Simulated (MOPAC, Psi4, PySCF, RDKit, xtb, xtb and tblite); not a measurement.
Two geometries of SMILES OB(O)CCCC (C₄H₁₁BO₂), relaxed at GFN2-xTB with one dihedral held; other torsions can differ between them too.

Structure A

```
18

C     -2.7672     0.3231     0.3843
C     -1.5699    -0.5421     0.0092
C     -0.2414     0.2130     0.1155
C      0.2786     0.3044     1.5531
B      1.6627     1.0924     1.7266
O      2.1703     1.2224     2.9704
O      2.3656     1.6422     0.6981
H     -3.6897    -0.2472     0.3015
H     -2.8361     1.1844    -0.2770
H     -2.6801     0.6823     1.4068
H     -1.7013    -0.8884    -1.0194
H     -1.5363    -1.4236     0.6520
H     -0.3722     1.2167    -0.2977
H      0.5042    -0.3072    -0.4938
H      0.3954    -0.7056     1.9509
H     -0.4754     0.7826     2.1802
H      2.9992     1.7023     3.0023
H      1.9873     1.5369    -0.1731
```

Structure B

```
18

C     -1.2410     2.3360     1.1600
C     -0.3896     1.0921     1.3900
C     -0.2294     0.2568     0.1172
C      0.9768    -0.6858     0.1894
B      2.4130     0.0264     0.2371
O      3.4771    -0.7189     0.6026
O      2.6368     1.3278    -0.0931
H     -1.3613     2.8945     2.0854
H     -2.2289     2.0605     0.7963
H     -0.7782     2.9907     0.4240
H     -0.8405     0.4779     2.1714
H      0.5975     1.3961     1.7471
H     -0.1117     0.9256    -0.7421
H     -1.1415    -0.3195    -0.0527
H      0.9568    -1.3464    -0.6811
H      0.8681    -1.3388     1.0567
H      4.3087    -0.2426     0.5884
H      1.8629     1.8333    -0.3369
```

Question: Which is lower in energy at the level B3LYP-D3(BJ)/def2-SVP // GFN2-xTB (Psi4 1.11), and by how much?

Answer: B is lower, by 0.43 kcal/mol (dihedral C1–C2–C3–C4: 80° in A, 160° in B).

E(B) − E(A) in kcal/mol at the other levels, on the same two geometries: GFN2-xTB (xtb and tblite) -0.28; B3LYP/def2-SVP // GFN2-xTB (Psi4) -0.04; PBE/def2-SVP // GFN2-xTB (Psi4) -0.16; PBE-D3(BJ)/def2-SVP // GFN2-xTB (Psi4) -0.40; UFF // GFN2-xTB (RDKit) 1.38; PM3, restricted, heats of formation // GFN2-xTB (MOPAC) 0.34; AM1, restricted, heats of formation // GFN2-xTB (MOPAC) 0.06; GFN1-xTB // GFN2-xTB (xtb) 0.00; restricted B3LYP/6-31G*, spherical d, density fitting // GFN2-xTB (PySCF) 0.13; restricted M06-2X/6-31G*, spherical d, density fitting // GFN2-xTB (PySCF) -0.24; restricted B3LYP/LANL2DZ // GFN2-xTB (PySCF) 0.35; restricted Hartree-Fock/LANL2DZ // GFN2-xTB (PySCF) 0.60.
